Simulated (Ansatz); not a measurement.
The same path of F4H4NSTa (11 atoms, charge 0, multiplicity 1) was run twice with different band settings. Lost on the way: S9–H11. Made: N2–H11.

Theory: RKS PBE-D4/def2-SVP (Ansatz 0.2.0).

Relaxed end points:

```xyz
11
Properties=species:S:1:pos:R:3
Ta 0.121 0.018 0.164
N 2.094 0.385 0.082
H 2.653 0.752 0.860
H 2.708 0.139 -0.702
F 0.279 0.441 2.010
F 0.412 -0.921 -1.472
F -0.646 1.609 -0.481
F -1.514 -0.964 0.448
S 0.851 -2.551 1.227
H 0.672 -3.203 0.044
H 2.200 -2.483 1.043
```

```xyz
11
Properties=species:S:1:pos:R:3
Ta -0.064 -0.448 0.317
N 2.265 -0.082 0.257
H 2.533 0.738 0.818
H 2.600 0.083 -0.703
F 0.195 0.126 2.109
F 0.306 -1.158 -1.412
F 0.097 1.351 -0.326
F -1.942 -0.541 0.258
S 0.543 -2.648 1.235
H 0.523 -3.304 0.041
H 2.775 -0.896 0.630
```

Common settings: movable images 5; climbing image yes; optimiser quadratic models (default); start path through a guess of the saddle point; force threshold 0.03 eV/Å; iteration limit 60; end points relaxed.

| run | spring |
| --- | --- |
| 1 | 5.0 eV/Å² |
| 2 | 2.0 to 10.0 eV/Å², energy-weighted |

What does each run give, and how far can it be trusted?

Run 1: converged after 20 iterations, highest image 0.246 eV above the first end. A vibrational analysis at the climbing image gives one clearly imaginary mode, 694i cm⁻¹: a first-order saddle point.
Run 2: converged after 18 iterations, highest image 0.246 eV above the first end. Another band between the same ends (5 images) ends at a top of the same energy, where a vibrational analysis finds 1 clearly imaginary mode.
The orbitals stay closed-shell, which can raise the energy where a bond breaks towards radicals; this wasn't checked here.
